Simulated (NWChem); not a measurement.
Species: C$_{2}$H$_{4}$BF$_{2}$N; SMILES C=C(B(N)F)F

```xyz
10

C     -1.1806    -1.5379     0.2071
C     -0.0847    -0.8031     0.0067
F      1.0987    -1.4470    -0.1914
B      0.0375     0.7646    -0.0005
N     -1.0673     1.6055    -0.1814
F      1.2499     1.3117     0.1838
H     -1.1474    -2.6232     0.2105
H     -2.1379    -1.0615     0.3892
H     -1.9972     1.2752    -0.3903
H     -0.9796     2.6121    -0.1513
```
Atoms are numbered in this order, from 1.

Computed with NWChem. Medium grid unless said otherwise, to which SCAN and Minnesota functionals are sensitive. All runs use the structure optimised with B3LYP/6-31G* (spherical d). Hybrids' shares of exact exchange are those that their runs print; pure functionals count as 0. The functionals differ in more than this share.

```
row              share of exact exchange  highest occupied level (eV)
---------------  -----------------------  ---------------------------
PBE/def2-SVP                        0.00                        -6.13
BLYP/def2-SVP                       0.00                        -5.94
B3LYP/def2-SVP                      0.20                        -7.19
PBE0/def2-SVP                       0.25                        -7.49
PW6B95/def2-SVP                     0.28                        -7.58
M06-2X/def2-SVP                     0.54                     withheld
```

Q: Fit a straight line of the last column on the one before it, predict the withheld value, and compare with the run.

A: 
1. Means of the 5 shown rows: x = 0.146, y = -6.866. Slope Σ(x − x̄)(y − ȳ)/Σ(x − x̄)² = -0.4207/0.07432 = -5.661; intercept -6.039.
2. The shown rows scatter about the line by 0.066 (root mean square); the largest residual is +0.10, at BLYP/def2-SVP.
3. At x = 0.54 (M06-2X/def2-SVP; beyond the shown range) the line gives -9.10.
4. The run gives -8.77, +0.33 from the line, 5.0 times the scatter.
